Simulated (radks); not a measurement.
Question: Spherical quantum dot in the effective-mass picture: electrons in a hard-walled sphere of radius 2.56, with a point charge +1 (a donor) at the centre, all in effective atomic units (hartree* = m*/eps^2 hartree, bohr* = eps/m* bohr), one dielectric constant everywhere. Calculated with a radial shooting solver with Libxc functionals: non-relativistic Kohn-Sham, LDA (Slater exchange, Perdew-Wang correlation), spin-polarised, spherical densities. Levels are named by radial order and angular momentum (1s, 1p, 1d, 2s, ...), and open shells are averaged over m. Results are scaled to m* = 0.162 and eps = 15.7, for which hartree* = 17.88 meV and bohr* = 5.128 nm. At N = 19 the configuration is 1s2 1p6 1d10 2s(up 1, down 0). Does electron 20 go into 1f down or 1f up or 2s down?

Answer: Into 2s down. The total energies of the other choices lie higher by 3.26 meV (1f up), 3.40 meV (1f down).
